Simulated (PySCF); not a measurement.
**Vibration and rotation of CdB⁺**

RHF-CCSD(T) constants of CdB⁺, ¹Σ⁺ (singlet), closed shell (basis Cd def2-SVPD with ECP28, B def2-SVPD; scalar-relativistic core potentials; PySCF 2.14; masses 113.9034 and 11.0093 u):

* ωe: 313.9 cm⁻¹
* ωexe: 1.97 cm⁻¹
* Be: 0.26634 cm⁻¹
* αe: 0.00247 cm⁻¹
* De to Cd + B⁺: 1.69 eV

What force constant and bond length do these constants imply?

Reduced mass μred = 10.039 u; k = 5.8918×10⁻⁷·μred·ωe² (u, cm⁻¹, mdyn/Å) = 0.583 mdyn/Å; Re = √(16.8576/(μred·Be)) (u, cm⁻¹, Å) = 2.511 Å.

Estimate the centrifugal constant D from the Kratzer relation and find the Dunham coefficient a1.

D = 4Be³/ωe² = 7.67e-07 cm⁻¹; a1 = −1 − αeωe/(6Be²) = -2.82.

Correlated steps freeze 1 core orbital. Correlated levels converge slowly with the basis: in double zeta they bind strong bonds too weakly, by up to about 1 eV, and carry superposition errors of some tenths. For an ion De counts to the pair picked by the measured ionisation energies or electron affinities, which need not be the lowest pair at this level.
